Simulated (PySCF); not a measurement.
CuI, SMILES [Cu][I] (connectivity only; charge and spin as stated), charge +1, multiplicity 2. Atoms are numbered in the order given.

```xyz
2

Cu     0.0000     0.0000    -1.5842
I      0.0000     0.0000     0.8668
```
Charge +1, spin multiplicity 2.

Coordinates come from a B3LYP-D3(BJ)/def2-TZVP optimisation. The multiplicity is an assumed one; other spin states were not compared. The def2 effective core potentials stand for the cores of I; spin–orbit coupling is left out.

These are ωB97X/def2-TZVPD run with PySCF values and carry that method's errors.

Mulliken values depend strongly on the basis, most of all with diffuse functions as here. ESP charges are fitted to the potential on shells at 1.4 to 2.0 van der Waals radii. Atomic charges (e):

```tsv
atom	ESP fit	Mulliken	Mulliken spin
Cu1	___	0.55	0.04
I2	___	0.45	0.96
```

Problem. Some entries are withheld; supply them. (Estimate from the structure and the level; the computed values follow.)

Solution. 
- Cu1, ESP fit: 0.70
- I2, ESP fit: 0.30
